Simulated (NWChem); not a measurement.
## HFSSn

```xyz
4

Sn    -0.5010    -0.2741     0.0000
F      0.9032    -1.6369     0.0000
S      1.0551     1.6202     0.0000
H      0.0375     2.5124     0.0000
```
Charge 0, spin multiplicity 1.

All runs are NWChem calculations. The geometry was optimised at PBE0/def2-SVP with def2 effective core potentials on Sn, a minimum by its harmonic frequencies. It is one conformer; others weren't searched.

Symmetry labels belong to the abelian group Cs used in the runs, with the axes of the coordinates shown.

Effective core potentials replace the inner electrons of Sn; spin-orbit coupling is left out. The structure started from a generated list of species.

List the lowest 4 singlet excitations that CIS/def2-SVPD with def2 effective core potentials on Sn gives, with oscillator strengths.


| state | symmetry | energy (eV) | wavelength (nm) | f |
|---|---|---|---|---|
| 1 | a" | 4.19 | 296 | 0.076 |
| 2 | a' | 5.42 | 229 | 0.004 |
| 3 | a' | 6.38 | 194 | 0.248 |
| 4 | a" | 6.69 | 185 | 0.011 |
